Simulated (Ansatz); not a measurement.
Ansatz (a program for electronic structure) input:

Ansatz 0.2 input:
```yaml
crystal:
  periodic: [false, false, false]
  atoms:
    - {symbol: B, position_ang: [0.21609450, 0.09537698, 0.00985879]}
    - {symbol: N, position_ang: [1.61032164, 0.19898508, -0.02606689]}
    - {symbol: N, position_ang: [-0.44407703, -1.15803428, 0.24422449]}
    - {symbol: N, position_ang: [-0.56008400, 1.26052881, -0.21893336]}
    - {symbol: H, position_ang: [2.22523167, -0.55222436, 0.23650745]}
    - {symbol: H, position_ang: [0.06911524, -2.02109586, 0.26740756]}
    - {symbol: H, position_ang: [-1.41049741, -1.28960181, 0.00150351]}
    - {symbol: H, position_ang: [-0.12595455, 2.15877867, -0.31772031]}
    - {symbol: H, position_ang: [-1.56040154, 1.29128465, -0.14925305]}
basis:
  gaussian:
    orbitals: def2-TZVP
hamiltonian:
  xc: b3lyp
  dispersion: d3bj
magnetization: {spin_polarized: true, initial_magnetization: 1}
relax: {f_tol: 0.002, max_steps: 150}
```

Question: What final total energy does it print?

Answer: -192.25700 Eh (B3LYP-D3(BJ)/def2-TZVP). The basis has 154 functions.

It need not be the lowest isomer of its formula.
